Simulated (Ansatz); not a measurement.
Start from `[CH3][Sb]([NH2])[OH]` and change one atom or group to get `[CH3][Sb]([NH2])[SiH3]`.

Ansatz, PBE0-D4/def2-TZVP geometries, multiplicity 1. Each molecule was computed in one conformer, which needn't be the lowest.

Elements past krypton have def2 core potentials.

```json
{"property": "size of the dipole moment (PBE/def2-TZVPP) / D", "`[CH3][Sb]([NH2])[OH]`": "1.77"}
{"property": "HOMO–LUMO gap (PBE/def2-TZVPP) / eV", "`[CH3][Sb]([NH2])[OH]`": "4.65"}
{"property": "LUMO energy (ωB97M-V/def2-TZVPP) / eV", "`[CH3][Sb]([NH2])[OH]`": "1.31"}
{"property": "HOMO–LUMO gap (B3LYP/def2-TZVPP) / eV", "`[CH3][Sb]([NH2])[OH]`": "6.14"}
{"property": "HOMO energy (PBE/def2-TZVPP) / eV", "`[CH3][Sb]([NH2])[OH]`": "-5.70"}
{"property": "HOMO energy (PBE0/def2-TZVPP) / eV", "`[CH3][Sb]([NH2])[OH]`": "-6.88"}
```

What does the change do to each property? (Best estimate.)

Ansatz gave: 
```
                                      property  `[CH3][Sb]([NH2])[SiH3]`  shift
size of the dipole moment (PBE/def2-TZVPP) / D                      0.18  -1.59
           HOMO–LUMO gap (PBE/def2-TZVPP) / eV                      4.21  -0.44
         LUMO energy (ωB97M-V/def2-TZVPP) / eV                      0.99  -0.32
         HOMO–LUMO gap (B3LYP/def2-TZVPP) / eV                      5.62  -0.52
             HOMO energy (PBE/def2-TZVPP) / eV                     -5.64   0.06
            HOMO energy (PBE0/def2-TZVPP) / eV                     -6.67   0.21
```

With PBE0 the HOMO rises by 0.21 eV and the LUMO falls by 0.36 eV, so the gap narrows by about 0.57 eV. PBE moves the HOMO by 0.06 eV and ωB97M-V by 0.36 eV. Dipoles are sizes alone; their direction can turn.

B3LYP here is the variant with VWN-RPA as its local correlation; programs differ in this.

Spin–orbit coupling is left out; it splits and shifts lone-pair levels of the heavy atoms by tenths of an eV.
